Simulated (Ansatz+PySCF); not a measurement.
A calculation with PySCF 2.14.0.

```python
from pyscf import gto, scf

mol = gto.M(atom="""
Cr 0.000000 0.000000 -0.061160
H 0.000000 0.000000 1.467830
""", basis='def2-svp', charge=0, spin=5)
mf = scf.UHF(mol)
mf.kernel()
print(mf.converged, mf.e_tot, mf.spin_square()[0])
```

The script is written out from the run's settings.

Output:

```json
{
 "Converged": "yes",
 "Total energy": "-1043.72497 hartree",
 "Spin squared of the determinant": "8.840",
 "Cycles": "14"
}
```
